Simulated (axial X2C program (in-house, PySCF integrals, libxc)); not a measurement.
**WGe: from the spin-free to the two-component result**

Computed with an in-house all-electron X2C program for linear molecules (integrals from PySCF). Spin-free means the one-electron spin-free X2C Hamiltonian; two-component (2c) means X2C with spin–orbit coupling and atomic mean-field two-electron Coulomb and Gaunt terms, so the difference of the two also holds small scalar two-electron terms. Basis: W dyall-v2z [11s12p9d6f], Ge dyall-v2z [7s8p5d] (cores contracted in-house); Gaussian nuclei, density fitting, unrestricted open shells. Masses: W 183.951 u, Ge 73.921 u.

Spin-free state: M_S = 2, Λ = 1 (beyond evenly filled blocks: σα, π+α, π+β, π-α, δ+α, δ-α); fragments W + Ge.

| level | Re (Å) | ωe (cm⁻¹) | μ (D) |
| --- | --- | --- | --- |
| PBE0 | 2.396 | 246.0 | -2.26 |
| PBE50 | 2.425 | 225.3 | -2.74 |

Dipoles are positive if Ge is the positive end.

Two-component determinant lowest at the distance of the search:

Ω = 3 (⟨Sz⟩ = 1.97, ⟨Lz⟩ = 1.03 at PBE0); fragments W + Ge.

```tsv
level	Re (Å)	ωe (cm⁻¹)	μ (D)
PBE0	2.392	245.9	-2.21
PBE50	2.422	225.0	-2.70
```

Problem. From the two tables, how do the constants change at the PBE0 level (2c against spin-free)?

Solution. At the PBE0 level Re goes down by 0.004 Å and ωe stays the same within 0.2 cm⁻¹.

Occupations by symmetry block were frozen at the best pattern of an incomplete PBE0 search. De is not given where an atomic determinant may have missed its ground term or J level, or where the truncated virtual space spoils (T). Density functionals use the spin component along the axis (collinear). Other states lie close and PBE0, whose exact exchange favours high spin, may order them wrongly; the determinant shown need not be the ground state. The nearest other spin-free determinant of the search, M_S = 1, Λ = 2, lies 0.59 eV up at the distance of the search. The functionals have no current-density term, which raises determinants with orbital currents, atoms included. With several unpaired electrons one determinant need not be a pure state. Open-shell Ω = 0 determinants with evenly filled partner blocks cannot be reached by this program, so the Ω shown need not be the lowest component. The determinant is spin-polarised beyond a pure state at some levels (its spin-free form has ⟨S²⟩ too high), which makes Re and μ there less reliable.
